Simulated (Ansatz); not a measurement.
Computed with Ansatz on PBE0-D4/def2-TZVP structures; ΔE is electronic, products minus reactants. CBS: MP2 limit from def2 TZ/QZ plus the TZ coupled-cluster correction, frozen cores. Functionals use def2-TZVPP. B3LYP here is the variant with VWN-RPA as its local correlation; programs differ in this. For Ge outer-core shells are correlated without core-valence functions, which leaves a few kJ/mol of doubt a bond. Scalar relativity is left out up to krypton. Each species was taken in one conformer, which may not be the lowest.

Consider the redistribution: `[OH][Ge]([F])([F])[Cl]` + `C#C[SiH2]S[SiH3]` → `C#[C][Ge]([F])([F])[Cl]` + `O[SiH2]S[SiH3]`.

Is it downhill or uphill in electronic energy at CCSD(T)/CBS, and by how much? (Estimate.)

Ansatz gave: Downhill: ΔE = -8.9 kcal/mol.

What do these levels give: PBE-D4, r2SCAN-D4, B3LYP-D4, ωB97X-V, PBE, r2SCAN, B3LYP, MP2/def2-TZVPP, CCSD/def2-TZVPP, HF/def2-QZVPP, MP2/def2-QZVPP, MP2/CBS(def2)? (An estimate is asked.)

The calculation gave: PBE-D4 -7.6, r2SCAN-D4 -8.0, B3LYP-D4 -8.6, ωB97X-V -8.5, PBE -7.9, r2SCAN -8.1, B3LYP -9.2, MP2/def2-TZVPP -8.9, CCSD/def2-TZVPP -9.4, HF/def2-QZVPP -9.8, MP2/def2-QZVPP -8.8, MP2/CBS(def2) -8.7 kcal/mol.

Largest T1 diagnostic among the species: 0.012.

In def2-TZVPP, CCSD(T) changes the Hartree–Fock value by +0.8 kcal/mol (the triples alone add +0.3 kcal/mol) and MP2 by +1.0 kcal/mol.
